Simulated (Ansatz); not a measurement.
BrH3SeSi, SMILES `[SeH][SiH2]Br`: the same geometry under several functionals.

```yaml
crystal:
  periodic: [false, false, false]
  atoms:
    - {symbol: Se, position_ang: [-1.271578, -1.303086, -0.149156]}
    - {symbol: Si, position_ang: [0.439357, 0.105064, 0.309048]}
    - {symbol: Br, position_ang: [-0.175592, 2.236744, 0.413643]}
    - {symbol: H, position_ang: [-1.380620, -0.824212, -1.533646]}
    - {symbol: H, position_ang: [1.491062, 0.020523, -0.726909]}
    - {symbol: H, position_ang: [0.939572, -0.299031, 1.640820]}
basis:
  gaussian: {orbitals: def2-TZVPP}
hamiltonian: {xc: {name: BLYP}, dispersion: d4}
output: {orbitals: {seedname: orbitals}}
```

```sh
$ ansatz run in.yaml --threads 4 --pin off --events-out ev --progress --plain
```

Shortened log:

```
Functional definition: BLYP
1228 factors; their error is unknown
mean field evaluation 1: about -143324.9790 eV, gradient 2.1e1 eV
mean field evaluation 2: about -143325.2449 eV, gradient 1.7e1 eV
mean field evaluation 4: about -143326.1398 eV, gradient 1.1e0 eV
mean field evaluation 8: about -143326.1372 eV, gradient 2.7e-2 eV
mean field evaluation 16: about -143326.0712 eV, gradient 5.9e-5 eV
mean field -143326.07118320 eV, -5267.1359660822 hartree, gradient 5.9e-5 eV, S^2 0.000000; 0 other end points of the search recorded, 0 dependent functions left out
reference -143326.07151393 eV, -5267.1359782363 hartree; 43, 43 occupied and 137, 137 virtual orbitals, 1228 factors
Total energy: -143326.42097530 eV, -5267.1488207049 hartree
```

It took 2.3 s on 4 threads of a server CPU on a shared host, with 0.27 GiB of host memory at the peak.

Changing it to `hamiltonian: {xc: lda}` (abridged; 1.4 s):

```
Functional definition: SPW92
mean field evaluation 16: about -143102.5797 eV, gradient 4.4e-5 eV
mean field -143102.57967629 eV, -5258.9228046912 hartree, gradient 4.4e-5 eV, S^2 0.000000
Total energy: -143102.57971095 eV, -5258.9228059651 hartree
```

The same input with `hamiltonian: {xc: {name: wB97X-V}}` (abridged; 10 s):

```
Functional definition: wB97X-V
mean field evaluation 16: about -143311.0547 eV, gradient 4.1e-5 eV
mean field -143311.05466134 eV, -5266.5841190823 hartree, gradient 4.1e-5 eV, S^2 0.000000
Total energy: -143311.05465955 eV, -5266.5841190166 hartree
```

Changing it to `hamiltonian: {xc: hse06, dispersion: d4}` (abridged; 4.4 s):

```
Functional definition: HSE06
mean field evaluation 16: about -143305.5789 eV, gradient 2.7e-5 eV
mean field -143305.57889490 eV, -5266.3828883774 hartree, gradient 2.7e-5 eV, S^2 0.000000
Total energy: -143305.71163808 eV, -5266.3877665992 hartree
```

With the line `hamiltonian: {xc: {name: wB97M-V}}` and forces (abridged; 15 s):

```
Functional definition: wB97M-V
mean field evaluation 16: about -143316.3818 eV, gradient 5.1e-5 eV
mean field -143316.38176484 eV, -5266.7798865254 hartree, gradient 5.1e-5 eV, S^2 0.000000
Total energy: -143316.38180824 eV, -5266.7798881201 hartree
Atom 0 force     0.030628     0.082181    -0.086481 eV/Å
Atom 1 force     0.166613    -0.076333     0.031322 eV/Å
Atom 2 force    -0.004121    -0.042506    -0.004999 eV/Å
Atom 3 force     0.008532    -0.029412     0.095985 eV/Å
Atom 4 force    -0.140339     0.008508     0.136225 eV/Å
Atom 5 force    -0.061314     0.057562    -0.172053 eV/Å
Dipole moment:     0.105232    -0.153270    -0.109065 e Å
```

With the line `hamiltonian: {xc: {name: BHLYP}, dispersion: d4}` (abridged; 4.1 s):

```
Functional definition: BHLYP
mean field evaluation 16: about -143324.1269 eV, gradient 1.4e-4 eV
mean field -143324.12692490 eV, -5267.0645159078 hartree, gradient 3.2e-5 eV, S^2 0.000000
Total energy: -143324.37470075 eV, -5267.0736215021 hartree
```

HSE06 is the plane-wave form, built on full-range PBE exchange.
